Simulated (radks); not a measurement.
Results of a calculation; reference values are marked as such.
Valence configurations of the titanium ion Ti3+ (all share [Ar]). Code: a radial shooting solver on a logarithmic mesh with Libxc functionals. Model: non-relativistic Kohn-Sham, r2SCAN, spin-polarised, spherical densities, point nucleus; open shells are filled with parallel spins first; meta-GGA in the generalised Kohn-Sham scheme. Energies are relative to 3d1; eigenvalues in eV for spin up.

valence      E (eV)  moment (Bohr magnetons)    e(3d)    e(4p)    e(4s)
3d1           0.000                        1  -34.958        -        -
3d0.5 4s0.5   4.953                        1  -37.992        -  -27.791
3d0.5 4p0.5   7.735                        1  -38.428  -22.306        -
4s1          10.321                        1        -        -  -29.641
4p1          16.198                        1        -  -24.079        -

NIST lists [Ar] 3d1 as the ground configuration; this level of theory agrees among the configurations tried. The energies are those of spherical high-spin densities, not of single terms.
